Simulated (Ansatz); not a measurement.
`C[Se][AlH][BH]S` and `[CH3][AlH][Se]C` differ in one atom or group.

Ansatz, PBE0-D4/def2-TZVP geometries, multiplicity 1. Each molecule was computed in one conformer, which needn't be the lowest.

Scalar relativity is left out up to krypton.

```tsv
property	`C[Se][AlH][BH]S`
HOMO–LUMO gap (ωB97M-V/def2-TZVPP) / eV	8.67
HOMO–LUMO gap (PBE0/def2-TZVPP) / eV	4.72
HOMO energy (B3LYP/def2-TZVPP) / eV	-6.63
LUMO energy (PBE0/def2-TZVPP) / eV	-2.14
HOMO–LUMO gap (PBE/def2-TZVPP) / eV	2.85
size of the dipole moment (B3LYP/def2-TZVPP) / D	1.50
```

(1) Give the same properties after the change, and the shifts. (Best estimate.)

## Answers

(1) Computed: 
```json
{"property": "HOMO–LUMO gap (ωB97M-V/def2-TZVPP) / eV", "`[CH3][AlH][Se]C`": "9.50", "shift": "0.83"}
{"property": "HOMO–LUMO gap (PBE0/def2-TZVPP) / eV", "`[CH3][AlH][Se]C`": "5.78", "shift": "1.06"}
{"property": "HOMO energy (B3LYP/def2-TZVPP) / eV", "`[CH3][AlH][Se]C`": "-6.50", "shift": "0.13"}
{"property": "LUMO energy (PBE0/def2-TZVPP) / eV", "`[CH3][AlH][Se]C`": "-0.94", "shift": "1.20"}
{"property": "HOMO–LUMO gap (PBE/def2-TZVPP) / eV", "`[CH3][AlH][Se]C`": "3.98", "shift": "1.13"}
{"property": "size of the dipole moment (B3LYP/def2-TZVPP) / D", "`[CH3][AlH][Se]C`": "2.04", "shift": "0.54"}
```

With PBE0 the HOMO rises by 0.13 eV and the LUMO rises by 1.20 eV, so the gap widens by about 1.07 eV. PBE moves the HOMO by 0.15 eV and ωB97M-V by 0.11 eV. Dipoles are sizes alone; their direction can turn.

B3LYP here is the variant with VWN-RPA as its local correlation; programs differ in this.

Spin–orbit coupling is left out; it splits and shifts lone-pair levels of the heavy atoms by tenths of an eV.
